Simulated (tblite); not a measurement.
Task: Give a GFN2-xTB geometry of `[CH2]OCC(=C)OC(F)F` [radical]. (Doublet state.)

Result: 
```xyz
16
C5H7F2O2 angstrom
C      3.0673    0.8886   -0.3069
O      1.9479    0.1136   -0.2376
C      0.8284    0.7220    0.3436
C     -0.3377   -0.2298    0.3532
C     -0.3047   -1.4701   -0.0985
O     -1.4382    0.4035    0.9191
C     -2.6483   -0.1785    0.7836
F     -2.8252   -1.2012    1.6572
F     -3.5784    0.7356    1.0896
H      3.9321    0.3620   -0.6545
H      3.1491    1.7656    0.3088
H      1.0427    1.0296    1.3794
H      0.5433    1.6280   -0.2140
H      0.6093   -1.8425   -0.5202
H     -1.1387   -2.1453   -0.0494
H     -2.8565   -0.5723   -0.2301
```

Orientation and origin are arbitrary. Atoms count from 1 in this order. C1 (carbon bonded to O and 2 H) has angles 121.7°, 119.8° and 113.6°, sum 355.1°, 0.15 Å off the plane of its three neighbours. The C–O distances run from 1.350 Å (O6–C7, drawn single) to 1.400 Å (O2–C3, drawn single), a spread of 0.050 Å. O6 (oxygen bonded to 2 C) is bent (angle 118.2°). The 2 C–C bonds span 1.320 Å (C4=C5, drawn double) to 1.505 Å (C3–C4, drawn single), a spread of 0.185 Å.

Bonds between heavy atoms (Å): C1–O2 1.363, O2–C3 1.400, C3–C4 1.505, C4=C5 1.320, C4–O6 1.390, O6–C7 1.350, C7–F8 1.357, C7–F9 1.339.

Computed geometry: GFN2-xTB, gas phase. This method treats the open shell by occupation alone, without spin polarisation.

Point group: C1 (no symmetry element, even within 0.4 Å). Its GFN2-xTB frequencies are all real (lowest 33 cm⁻¹). Torsions: H–C1–O2–C3 174° and 18°, C1–O2–C3–C4 180°, O2–C3–C4–C5 1°, C3–C4–O6–C7 167°, C4–O6–C7–F8 79°. 3 starts were optimised and ended at 0.00, 1.29 and 4.66 kcal/mol (GFN2-xTB); the lowest of these is shown.

One conformer stands for the species.
